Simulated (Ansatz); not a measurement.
Geometry optimisation, RKS PBE0/def2-SVP in Ansatz.

Input file:

```yaml
crystal:
  periodic: [false, false, false]
  atoms:
    - { symbol: Sn, position_ang: [-0.245366, 0.0, -0.193247] }
    - { symbol: H, position_ang: [1.927553, 0.0, 1.803102] }
    - { symbol: H, position_ang: [2.343979, 0.0, 1.221316] }
    - { symbol: H, position_ang: [-1.303333, 1.253475, -0.913336] }
    - { symbol: H, position_ang: [-1.303333, -1.253475, -0.913336] }
basis:
  gaussian: { orbitals: def2-SVP }
hamiltonian:
  xc: pbe0
relax:
  f_tol: 0.03
  max_steps: 50
output:
  orbitals: {}
```

Launched with:

```bash
$ ansatz run input.yaml --threads 1 --pin off --max-ram 2048MiB --backend cpu --events-out ev --progress --plain --runs-dir out
```

Where does it end, and by what steps?

The forces met the threshold. The force dipped under the threshold on the way, but the program's further checks kept it going. After 20 steps the energy has fallen by 0.307 eV; H2 moved furthest, 1.03 Å.

```
step  energy less start (eV)  largest force component (eV/Å)  accepted
   0                  0.0000                           1.573       yes
   1                 -0.1802                           0.372       yes
   2                 -0.2579                           0.298       yes
   3                 -0.2848                           0.026       yes
   4                 -0.2910                           0.073       yes
   5                 -0.2948                           0.031       yes
   6                 -0.2972                           0.152       yes
   7                 -0.2969                           0.344        no
   8                 -0.2978                           0.051       yes
   9                 -0.2989                           0.083       yes
  10                 -0.2997                           0.083       yes
  11                 -0.3019                           0.011       yes
  12                 -0.3022                           0.090       yes
  13                 -0.3025                           0.161       yes
  14                 -0.3029                           0.177       yes
  15                 -0.3040                           0.158       yes
  16                 -0.3047                           0.166       yes
  17                 -0.3054                           0.154       yes
  18                 -0.3061                           0.109       yes
  19                 -0.3068                           0.059       yes
  20                 -0.3069                           0.012       yes
```

```xyz
5
Properties=species:S:1:pos:R:3
Sn -0.479 0.000 -0.749
H 2.843 0.000 2.270
H 2.440 0.000 1.623
H -1.692 1.263 -1.069
H -1.692 -1.263 -1.069
```

Whether the end is a true minimum wasn't checked by a vibrational analysis.

The run took 13 s on 1 thread of Intel(R) Xeon(R) 6975P-C (Granite Rapids), with other jobs on the host, peak memory 0.12 GiB.
